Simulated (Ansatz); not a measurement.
Calculated with Ansatz (gas phase, PBE0-D4/def2-TZVP geometries, no zero-point term in ΔE). CBS: MP2 limit from def2 TZ/QZ plus the TZ coupled-cluster correction, frozen cores. This one scheme is used for every species. Functionals use def2-TZVPP. B3LYP here is the variant with VWN-RPA as its local correlation; programs differ in this. For Se outer-core shells are correlated without core-valence functions, which leaves a few kJ/mol of doubt a bond. Scalar relativity is left out up to krypton. Each species was taken in one conformer, which may not be the lowest.

`O[Si](O)(F)[SeH]` + `COC` → `COC[SeH]` + `O[SiH](O)F`  (formal exchange of groups at the Se–Si bond)

```
             level  ΔE (kcal/mol)  difference from CCSD(T)/CBS
            PBE-D4           21.2                         -0.7
         r2SCAN-D4           22.3                          0.4
           PBE0-D4           22.6                          0.7
          B3LYP-D4           21.4                         -0.5
           ωB97X-V           22.1                          0.2
           ωB97M-V           22.3                          0.4
            B2PLYP           21.1                         -0.8
               PBE           21.0                         -0.9
            r2SCAN           22.3                          0.4
              PBE0           22.4                          0.5
             B3LYP           21.0                         -0.9
     HF/def2-TZVPP           23.1                          1.2
    MP2/def2-TZVPP           21.2                         -0.7
SCS-MP2/def2-TZVPP           20.7                         -1.2
   CCSD/def2-TZVPP           21.3                         -0.6
CCSD(T)/def2-TZVPP           20.8                         -1.1
     HF/def2-QZVPP           23.1                          1.2
    MP2/def2-QZVPP           21.8                         -0.1
SCS-MP2/def2-QZVPP           21.2                         -0.7
      HF/CBS(def2)           23.1                          1.2
     MP2/CBS(def2)           22.3                          0.4
    CCSD/CBS(def2)           22.4                          0.5
       CCSD(T)/CBS           21.9                            0
```

Largest T1 diagnostic among the species: 0.011.

From PBE to PBE0 (25 % exact exchange), in def2-TZVPP and without D4, ΔE moves by +1.4 kcal/mol. In def2-TZVPP, CCSD(T) changes the Hartree–Fock value by −2.3 kcal/mol (the triples alone add −0.5 kcal/mol) and MP2 by −1.9 kcal/mol.
